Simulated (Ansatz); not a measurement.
```yaml
atoms:
  - { symbol: Ti, position_ang: [0.0032, -0.0015, -0.0094] }
  - { symbol: Cl, position_ang: [1.2375, 1.2491, 1.2497] }
  - { symbol: Cl, position_ang: [1.2372, -1.2371, -1.2418] }
  - { symbol: Cl, position_ang: [-1.2376, 1.2396, -1.2502] }
  - { symbol: Cl, position_ang: [-1.2436, -1.2533, 1.2402] }
```

Basis set: STO-3G (spherical functions). Frozen core: 25 orbitals. Charge 0, multiplicity 1.

Computed with Ansatz (development build ahead of 0.2.0); each method stands on the lowest determinant of its kind that the runs found. Restricted open shells among the atoms or ions are ROHF, correlated in semicanonical orbitals with singles.

Give the atomization energy at this shape (free ground-state atoms in the same class of orbitals less the molecule, no zero-point energy) of singlet TiCl4 by RHF-MP2, RHF.

```tsv
method	atomization energy
RHF-MP2	24.14 eV
RHF	22.42 eV
```

Caution: no unrestricted run beside it, a lower state can exist; other spin multiplicities were not run.

This basis has no polarisation functions and is too small for such energies, which can lie far from measured ones in either direction.
